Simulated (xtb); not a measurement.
Si(OSiH3)2(H)(Me) (CH10O2Si3), SMILES C[SiH](O[SiH3])O[SiH3]. All values are semi-empirical tight-binding results from xtb (GFN2-xTB unless named), good for trends rather than for accurate numbers. Coordinates come from a GFN2-xTB optimisation. One conformer was computed; it need not be the lowest.

Optimised geometry:

Bonded distances (Å): Si1–C2 1.889, Si1–O3 1.621, Si1–O5 1.621, Si1–H7 1.457, C2–H8 1.087, C2–H9 1.085, C2–H10 1.085, O3–Si4 1.619, Si4–H11 1.461, Si4–H12 1.463, Si4–H13 1.464, O5–Si6 1.619, Si6–H14 1.461, Si6–H15 1.463, Si6–H16 1.463. Bond angles (°): C2–Si1–O3 109.2, C2–Si1–O5 108.8, C2–Si1–H7 116.2, O3–Si1–O5 110.0, O3–Si1–H7 105.9, O5–Si1–H7 106.6, Si1–C2–H8 111.7, Si1–C2–H9 111.0, Si1–C2–H10 110.8, H8–C2–H9 107.8, H8–C2–H10 107.7, H9–C2–H10 107.8, Si1–O3–Si4 150.8, O3–Si4–H11 103.0, O3–Si4–H12 109.3, O3–Si4–H13 108.5, H11–Si4–H12 112.6, H11–Si4–H13 112.3, H12–Si4–H13 110.7, Si1–O5–Si6 150.6, O5–Si6–H14 102.9, O5–Si6–H15 109.2, O5–Si6–H16 108.8, H14–Si6–H15 112.5, H14–Si6–H16 112.4, H15–Si6–H16 110.7.
Charge 0, spin multiplicity 1.

```
Item                                           Result
--------------------------------------  -------------
orbital gap                                   5.61 eV
dipole moment                                  0.41 D
zero-point energy                       64.0 kcal/mol
G − E(el) at 298.15 K (modified RRHO)   39.7 kcal/mol
static polarisability (D4 model)          109.5 bohr³
solvation energy, GFN2-xTB/ALPB(water)   1.9 kcal/mol
solvation energy, GFN2-xTB/ALPB(ether)  -3.8 kcal/mol
```

Computed atomic charges and the Wiberg bond orders between heavy atoms:
charges (e) Si1 0.61, C2 -0.20, O3 -0.45, Si4 0.52, O5 -0.45, Si6 0.52, H7 -0.08, H8 0.05, H9 0.03, H10 0.03, H11 -0.09, H12 -0.10, H13 -0.09, H14 -0.09, H15 -0.10, H16 -0.10. Bond orders Si1–C2 0.89, Si1–O3 1.08, O3–Si4 1.08, Si1–O5 1.08, O5–Si6 1.08.
